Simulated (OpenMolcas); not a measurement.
**Eu3+: effect of correlating more closed shells**

| Item | Value |
| --- | --- |
| Program | OpenMolcas 26.06 |
| Basis | ANO-RCC-VTZP [8s7p5d3f2g1h] |
| Scalar Hamiltonian | DKH2, point nucleus |
| Active space | 6 electrons in 7 orbitals (4f) |
| State averaging | 2S+1 = 7 even, 7 roots; 2S+1 = 5 even, 140 roots (105 in the spin-orbit step); 2S+1 = 3 even, 259 roots kept (CI in the orbitals of an earlier block, 141 in the spin-orbit step); 2S+1 = 1 even, 134 roots kept (CI in the orbitals of an earlier block, 47 in the spin-orbit step) |
| Spin-orbit coupling | RASSI with atomic mean-field integrals over the reference wave functions, term energies averaged over their components |

Methods on the same reference wave functions:
A. CASSCF
B. MS-CASPT2, IPEA 0.25 Eh, imaginary shift 0.1 Eh (closed shells correlated: 5s 5p)
C. MS-CASPT2, IPEA 0.25 Eh, imaginary shift 0.1 Eh (closed shells correlated: 4d 5s 5p)

Energies in cm-1 above 4f6 7F0.

```
            Level      A      B      C
          4f6 7F0    0.0    0.0    0.0
          4f6 7F1    384    429    436
          4f6 7F2   1076   1176   1191
          4f6 7F3   1988   2130   2150
          4f6 7F4   3048   3210   3230
          4f6 7F5   4205   4360   4370
          4f6 7F6   5419   5540   5550
       4f6 5D0(1)  20720  17340  16910
       4f6 5D1(1)  22416  19080  18640
       4f6 5D2(1)  25007  21670  21220
       4f6 5D3(1)  28132  24750  24280
          4f6 5L6  28924  27650  26020
          4f6 5L7  29966  28720  27080
          4f6 5L8  30985  29770  28130
       4f6 5G2(1)  31291  28100  27210
       4f6 5G3(1)  31467  28330  27390
4f6 5G5(1) [74 %]  31743  28690  27710
4f6 5G6(1) [72 %]  31808  28780  27810
          4f6 5L9  31843  30660  29010
         4f6 5L10  32451  31290  29640
       4f6 5H3(1)  36717  33840  32510
       4f6 5H7(1)  36826  33960  32520
4f6 5H4(1) [69 %]  37202  34290  32960
4f6 5H6(1) [60 %]  37330  34400  33020
```

Between B and C the level of the table that moves most is 4f6 5L10, by 1700 cm-1 (lowest in C, highest in B). Moves below CASPT2's spread within the term are not significant.

From A to B the spin-free energies of the other terms of 4f6 shown, above 7F, scale by factors of 0.85 to 0.95, as is usual when dynamic correlation screens the repulsion within a d or f shell.

The lowest spin-free term lies below A's lowest term by 0.464 hartree in B, 0.937 hartree in C.

What an inner shell adds also hangs on whether the basis holds functions to correlate it.

CASPT2 does not keep the components of a term degenerate, so their means are used; among the terms shown or strongly mixed into the levels shown the widest spread is 280 cm-1 (4f6 5I, C). High states are left out of the spin-orbit mixing, which shifts the levels that they would mix with. Without dynamic correlation excited terms often stand tens of per cent too high (terms of higher spin than the ground term too low), and those without a measured partner can miss by more than the paired ones (holds for A). Blocks of more than 70 roots (2S+1 = 5 even, 3 even) ran without multistate coupling (holds for B; C). The CASPT2 spread within a term exceeds the gap to the next term for 4f6 5L and 4f6 5G(1), so the order of their levels is uncertain, and so are names and mixing where such terms share a J (holds for C). Levels of configurations outside the active space are missing. Levels that lie high or do not pair safely by name in every column are left out.

A share in square brackets marks a mixed level and gives the weight of the term that names it, the lowest over the columns. A number in round brackets counts repeated terms of one configuration in the order of the reference energies.
